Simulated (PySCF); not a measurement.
# Iodine: a sound run and one with changed settings

Sound run: I+ [Kr] 4d10 5s2 5p4, I(2+) [Kr] 4d10 5s2 5p3. All numbers are calculated (PySCF 2.14, a scalar-relativistic core potential, in def2-SVP with the def2 core potential (28 electrons)). The sound run starts from symmetry-adapted Hartree-Fock orbitals and uses a fine grid where one is needed.

Changed run: basis STO-3G, all-electron and non-relativistic. This setting is unsound on purpose.

```json
{"species": "I+", "method": "UHF", "sound run (hartree)": "-296.29709", "changed run (hartree)": "-6850.40437", "converged": "yes"}
{"species": "I+", "method": "TPSS", "sound run (hartree)": "-297.17100", "changed run (hartree)": "-6852.16292", "converged": "yes"}
{"species": "I+", "method": "MN15", "sound run (hartree)": "-296.56811", "changed run (hartree)": "-6848.56865", "converged": "yes"}
{"species": "I(2+)", "method": "UHF", "sound run (hartree)": "-295.64889", "changed run (hartree)": "-6849.78965", "converged": "yes"}
{"species": "I(2+)", "method": "TPSS", "sound run (hartree)": "-296.48413", "changed run (hartree)": "-6851.49422", "converged": "yes"}
{"species": "I(2+)", "method": "MN15", "sound run (hartree)": "-295.88742", "changed run (hartree)": "-6847.90405", "converged": "yes"}
```

Ionisation energy of I+:

```tsv
method	sound run (eV)	changed run (eV)
UHF	17.638	16.727
TPSS	18.691	18.196
MN15	18.523	18.084
```

A minimal basis cannot let orbitals breathe on ionisation and holds almost no correlation. The Hamiltonian changed with the basis, so the totals do not compare.

For comparison, NIST gives 19.131 eV between the lowest levels.
